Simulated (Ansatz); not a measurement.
Geometry optimisation, UKS CAM-B3LYP/6-31G in Ansatz.

Input:

```yaml
crystal:
  periodic: [false, false, false]
  atoms:
    - { symbol: Al, position_ang: [-0.244841, 0.507366, -0.285791] }
    - { symbol: Si, position_ang: [1.348519, 0.31295, 1.43407] }
    - { symbol: C, position_ang: [-0.214975, -0.356546, -2.043583] }
    - { symbol: O, position_ang: [-1.576045, 1.569975, -0.089558] }
    - { symbol: H, position_ang: [-0.622825, -1.562583, 1.250894] }
    - { symbol: H, position_ang: [-1.130095, -1.89174, 0.90772] }
    - { symbol: H, position_ang: [2.34849, 1.436529, 1.453778] }
    - { symbol: H, position_ang: [0.706902, 0.29651, 2.794926] }
    - { symbol: H, position_ang: [2.147822, -0.957971, 1.329042] }
    - { symbol: H, position_ang: [-1.102641, -0.983994, -2.19041] }
    - { symbol: H, position_ang: [-0.261389, 0.433907, -2.804523] }
    - { symbol: H, position_ang: [0.675521, -0.963348, -2.234884] }
    - { symbol: H, position_ang: [-2.074442, 2.158943, 0.47832] }
magnetization:
  spin_polarized: true
basis:
  gaussian: { orbitals: "6-31G" }
hamiltonian:
  xc: cam_b3lyp
relax:
  f_tol: 0.03
  max_steps: 50
```

Command:

```bash
$ ansatz run input.yaml --threads 2 --pin off --max-ram 3072MiB --backend cpu --events-out ev --progress --plain --runs-dir out
```

Where does it end, and by what steps?

The forces met the threshold. The force dipped under the threshold on the way, but the program's further checks kept it going. Limits of this set-up: no polarisation functions. After 19 steps the energy has fallen by 0.190 eV; H5 moved furthest, 0.85 Å.

```
step  energy less start (eV)  largest force component (eV/Å)  accepted
   0                  0.0000                           1.650       yes
   1                 -0.1544                           0.182       yes
   2                 -0.1734                           0.078       yes
   3                 -0.1610                           0.271        no
   4                 -0.1784                           0.161       yes
   5                 -0.1823                           0.045       yes
   6                 -0.1850                           0.083       yes
   7                 -0.1854                           0.236       yes
   8                 -0.1867                           0.082       yes
   9                 -0.1868                           0.051       yes
  10                 -0.1877                           0.013       yes
  11                 -0.1878                           0.202       yes
  12                 -0.1885                           0.055       yes
  13                 -0.1887                           0.031       yes
  14                 -0.1889                           0.122       yes
  15                 -0.1892                           0.045       yes
  16                 -0.1893                           0.044       yes
  17                 -0.1894                           0.015       yes
  18                 -0.1895                           0.044       yes
  19                 -0.1896                           0.019       yes
```

```xyz
13
Properties=species:S:1:pos:R:3
Al -0.234 0.588 -0.251
Si 1.535 0.510 1.451
C -0.224 -0.392 -1.945
O -1.583 1.612 -0.010
H -1.267 -2.111 1.161
H -1.293 -2.187 0.420
H 2.448 1.704 1.383
H 0.985 0.473 2.850
H 2.409 -0.703 1.296
H -1.201 -0.859 -2.117
H -0.052 0.299 -2.780
H 0.546 -1.169 -1.984
H -2.069 2.234 0.528
```

Whether the end is a true minimum wasn't checked by a vibrational analysis.

The run took 2.8 min on 2 threads of Intel(R) Xeon(R) Processor @ 2.50GHz (Skylake/Cascade Lake) (shared host), peak memory 0.25 GiB.
